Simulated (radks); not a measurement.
Results of a calculation; reference values are marked as such.
All-electron atom: V18+ in [He] 2s2 2p1 (the NIST ground configuration).

Level of theory: non-relativistic Kohn-Sham, TPSS, spin-polarised, spherical densities, point nucleus; open shells are filled with parallel spins first; meta-GGA in the generalised Kohn-Sham scheme (a radial shooting solver on a logarithmic mesh with Libxc functionals).

Energy parts (Ry):
part                       energy
total                 -1351.14796
kinetic                1350.85997
electron-nucleus      -2802.11997
Hartree                 142.42521
exchange-correlation    -42.31317

Orbitals (lengths in bohr, moments of r in powers of bohr; r(max) is where P^2 peaks):
orbital  occ.  eigenvalue (Ry)   r(max)
1s up       1        -463.8787  0.04404
1s down     1        -463.4143  0.04402
2s up       1        -99.89064   0.2428
2s down     1        -99.06844   0.2438
2p up       1        -95.67629   0.1920
2p down     0        -94.58444   0.1930

The highest occupied level is 2p up at -1301.7 eV. The spin density at the nucleus is 0.561 e/bohr^3 (1s -5.602, 2s 6.163), a Fermi contact field of 29.4 T. For comparison, the ionisation energy in NIST's Atomic Spectra Database is 1354.2 eV (semi-empirical). In exact Kohn-Sham theory the highest level is minus the ionisation energy, but local and semilocal functionals leave it too shallow, through self-interaction and a potential that decays too fast; potentials with the right tail come closer. Summed over all electrons, <r^2> = 0.2702 bohr^2, which gives a Langevin (diamagnetic) susceptibility term of -0.214 x 10^-6 cm^3/mol. Spin moment in Bohr magnetons: 1. The density falls to 0.001 e/bohr^3 at r = 0.86 bohr. The electron density at the nucleus is 8287 e/bohr^3. Virial ratio -V/T = 2.00021.
